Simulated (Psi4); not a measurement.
F3Sb, triplet, geometry from GFN2-xTB (a higher spin typed on purpose: for a closed-shell molecule this is an excited state) (all electrons, no relativity). Base run: PBE0/3-21G (Psi4 1.11).

Geometry (Å):
```xyz
4

Sb    -0.0919     0.0566     0.0558
F     -1.7149    -1.4390    -0.0756
F      0.7789     2.0107     0.6421
F      1.4565    -0.8927    -0.8829
```
Charge 0, spin multiplicity 3.
Orbitals are unrestricted.
All else is at Psi4's defaults, with exact integrals.

The base run was repeated with changes; each row names its change, and settings that it needs were set with it.

```tsv
change	E (Eh)	dipole (D)	<S^2>	core-seconds (rough)
base	-6585.85964	1.33	2.025	9
functional = blyp	-6586.53606	1.00	2.004	7
functional = revpbe	-6586.09115	1.02	2.004	9
functional = bhhlyp	-6586.41900	1.66	2.067	7
functional = bp86	-6587.06956	1.00	2.004	7
functional = cam-b3lyp	-6586.67599	1.37	2.038	10
functional = tpss	-6586.20466	1.06	2.006	20
functional = m06	-6586.32682	1.42	2.020	10
functional = b97m-v	-6585.57859	1.26	2.009	40
functional = hf (with energy('scf'))	-6582.74778	2.28	2.188	4
functional = hse06	-6585.78595	1.33	2.025	20
functional = svwn	-6580.71708	0.98	2.002	7
functional = wb97x-v	-6586.00250	1.38	2.044	50
```

Totals shift with the method and basis; they matter in differences.

Open shells are given as the SCF converged; they aren't shown to be the lowest states, and a large step between rows can be another state.
